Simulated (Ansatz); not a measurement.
CH$_{3}$Mg, charge +1, singlet, at a GFN2-xTB geometry (such geometries of metal compounds can be far from the true shape); PBE0/6-31G* (Ansatz, a first-principles code).

Input for Ansatz:
Ansatz 0.2 input:
```yaml
crystal:
  periodic: [false, false, false]
  atoms:
    - {symbol: Mg, position_ang: [-0.66340694, -0.39668681, -0.52537335]}
    - {symbol: C, position_ang: [0.81021333, 0.48447027, 0.64163406]}
    - {symbol: H, position_ang: [1.31116875, -0.33067603, 1.18338454]}
    - {symbol: H, position_ang: [0.29824984, 1.18120060, 1.32087899]}
    - {symbol: H, position_ang: [1.49018477, 1.00289557, -0.04958766]}
basis:
  gaussian:
    orbitals: 6-31G*
hamiltonian:
  xc: pbe0
total_charge: 1
magnetization: {spin_polarized: true}
```

The log (banner, timings and long lists left out):

```
Functional definition: PBE0
375 factors; integrals over basis functions are off by at most 5.7e-4 eV
mean field evaluation 1: about -6502.3324 eV, gradient 5.4e1 eV
mean field evaluation 2: about -6475.3770 eV, gradient 6.9e1 eV
mean field evaluation 4: about -6517.7205 eV, gradient 4.4e0 eV
mean field evaluation 8: about -6517.9391 eV, gradient 2.5e-1 eV
mean field evaluation 16: about -6517.9395 eV, gradient 3.5e-5 eV
mean field -6517.93947660 eV, -239.5298577471 hartree, gradient 3.5e-5 eV, S^2 0.000000; 1 other end points of the search recorded, 0 dependent functions left out
reference -6517.93950483 eV, -239.5298587843 hartree; 10, 10 occupied and 30, 30 virtual orbitals, 375 factors
Total energy: -6517.93950483 eV, -239.5298587843 hartree
```
